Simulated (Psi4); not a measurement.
C₂H₆MgS (SMILES C[CH2][Mg][SH]), singlet, geometry from GFN2-xTB (such geometries of metal compounds can be far from the true shape); PBE/6-31G, TDA run with Psi4 1.11.

Here is a job for Psi4.
```
memory 2 GB

molecule {
0 1
Mg   -0.45187029   -0.31930665    0.93408260
C     0.24233337   -1.98911933   -0.17285771
C     0.77730266   -1.36646212   -1.45123235
H    -0.55192055   -2.70223823   -0.40624478
H     1.04150060   -2.52477661    0.34574123
H     1.57233784   -0.64739911   -1.22976359
H    -0.01771537   -0.84149341   -1.99002392
H     1.19009929   -2.12647353   -2.12004384
S    -0.19935611    1.89292032    0.17056308
H    -0.73997676    2.52082405    1.20687495
symmetry c1
}

set {
  basis 6-31g
  puream true
  save_jk true
  tdscf_states [5]
  tdscf_tda true
  d_convergence 1e-8
}

energy('td-pbe')
print_variables()
```

It wrote (shortened):

```
   => Loading Basis Set <=

    Name: 6-31G
    Role: ORBITAL
    Keyword: BASIS

         ---------------------------------------------------------
                                   SCF
               by Justin Turney, Rob Parrish, Andy Simmonett
                          and Daniel G. A. Smith
                              RKS Reference
         ---------------------------------------------------------

  ==> Geometry <==

    Molecular point group: c1
    Full point group: C1

    Geometry (in Angstrom), charge = 0, multiplicity = 1:

       Center              X                  Y                   Z               Mass
    ------------   -----------------  -----------------  -----------------  -----------------
         MG          -0.423238155498    -0.391675315343     0.885923126295    23.985041697000
         C            0.270965504502    -2.061487995343    -0.221017183705    12.000000000000
         C            0.805934794502    -1.438830785343    -1.499391823705    12.000000000000
         H           -0.523288415498    -2.774606895343    -0.454404253705     1.007825032230
         H            1.070132734502    -2.597145275343     0.297581756295     1.007825032230
         H            1.600969974502    -0.719767775343    -1.277923063705     1.007825032230
         H            0.010916764502    -0.913862075343    -2.038183393705     1.007825032230
         H            1.218731424502    -2.198842195343    -2.168203313705     1.007825032230
         S           -0.170723975498     1.820551654657     0.122403606295    31.972071174400
         H           -0.711344625498     2.448455384657     1.158715476295     1.007825032230

  Running in c1 symmetry.

  Rotational constants: A =      0.27612  B =      0.07220  C =      0.05850 [cm^-1]
  Rotational constants: A =   8277.84019  B =   2164.63493  C =   1753.88140 [MHz]
  Nuclear repulsion =  168.837424907822282

  Charge       = 0
  Multiplicity = 1
  Electrons    = 46
  Nalpha       = 23
  Nbeta        = 23

  ==> Algorithm <==

  SCF Algorithm Type is DF.
  DIIS enabled.
  MOM disabled.
  Fractional occupation disabled.
  Guess Type is SAD.
  Energy threshold   = 1.00e-06
  Density threshold  = 1.00e-08
  Integral threshold = 1.00e-12

  ==> Primary Basis <==

  Basis Set: 6-31G
    Blend: 6-31G
    Number of shells: 36
    Number of basis functions: 56
    Number of Cartesian functions: 56
    Spherical Harmonics?: true
    Max angular momentum: 1

  ==> DFT Potential <==

   => LibXC <=

[...]
  @DF-RKS Final Energy:  -677.61534775943198
    Total Energy =                       -677.6153477594319838
[...]
     2        A->A (1 A)       0.13362         3.63606        -677.48173       0.1930          0.0480         -0.0091         -0.0089
     3        A->A (1 A)       0.16787         4.56809        -677.44747       0.2017          0.0602          0.0203          0.0109
     4        A->A (1 A)       0.17013         4.62942        -677.44522       0.0309          0.0076         -0.0097         -0.0025
     5        A->A (1 A)       0.19330         5.25998        -677.42205       0.0006          0.0028          0.0014          0.0007

Contributing excitations
Only contributions with abs(coeff) > 1.00e-01 will be printed:

Excited State    1 (1 A):   0.10265 au   443.86 nm f = 0.0143
  Sums of squares: Xssq =  1.000000e+00
     22a  ->  24a     0.997903 (99.581%)

Excited State    2 (1 A):   0.13362 au   340.99 nm f = 0.1930
  Sums of squares: Xssq =  1.000000e+00
     21a  ->  24a     0.188696 ( 3.561%)
     22a  ->  25a     0.241699 ( 5.842%)
     23a  ->  24a    -0.924916 (85.547%)
     23a  ->  27a     0.116978 ( 1.368%)

Excited State    3 (1 A):   0.16787 au   271.41 nm f = 0.2017
  Sums of squares: Xssq =  1.000000e+00
     21a  ->  24a     0.794395 (63.106%)
     22a  ->  25a     0.495258 (24.528%)
     23a  ->  24a     0.251917 ( 6.346%)
     23a  ->  27a    -0.147036 ( 2.162%)

Excited State    4 (1 A):   0.17013 au   267.82 nm f = 0.0309
  Sums of squares: Xssq =  1.000000e+00
     23a  ->  25a    -0.991406 (98.289%)

Excited State    5 (1 A):   0.19330 au   235.71 nm f = 0.0006
  Sums of squares: Xssq =  1.000000e+00
     20a  ->  24a    -0.998822 (99.765%)

******************************************************************************************
**********                               WARNING                                **********
**********       The names of excited state variables changed between 1.5       **********
**********     and 1.6. For a quick solution, remove the symmetry specifier     **********
**********   from the variable name. For full details, see 'Notes on Psivars'   **********
**********                        in the documentation.                         **********
******************************************************************************************

  Variable Map:
  ----------------------------------------------------------------------------
[...]
  Array Variable Map:
  ----------------------------------------------------------------------------
[...]
[...]
```
